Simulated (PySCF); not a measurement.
## Electron correlation in Er⁺ (erbium, charge +1)

[Xe] 4f11 6s2, one real determinant (an excited configuration). All numbers are calculated (PySCF 2.14, scalar relativity by spin-free X2C-1e, in ANO-RCC-VTZP). Frozen: [Kr] 4d10; 21 electrons correlated.

MP2 pair energies summed by pair of shells (mhartree):

```json
{"pair": "4f-4f", "energy": "-419.66", "share (%)": "43.1"}
{"pair": "4f-5p", "energy": "-251.07", "share (%)": "25.8"}
{"pair": "5p-5p", "energy": "-129.39", "share (%)": "13.3"}
{"pair": "4f-5s", "energy": "-54.99", "share (%)": "5.6"}
{"pair": "5p-6s", "energy": "-38.61", "share (%)": "4.0"}
{"pair": "5s-5p", "energy": "-33.06", "share (%)": "3.4"}
{"pair": "4f-6s", "energy": "-21.12", "share (%)": "2.2"}
{"pair": "6s-6s", "energy": "-18.52", "share (%)": "1.9"}
{"pair": "5s-5s", "energy": "-6.28", "share (%)": "0.6"}
{"pair": "5s-6s", "energy": "-2.01", "share (%)": "0.2"}
```

Total MP2 correlation energy: -974.71 mhartree.

Same-spin part -372.90 and opposite-spin part -601.81 mhartree; SCS-MP2 scales them by 1/3 and 6/5 to -846.47 mhartree.

The reference is one real determinant that mixes LS terms of this configuration.
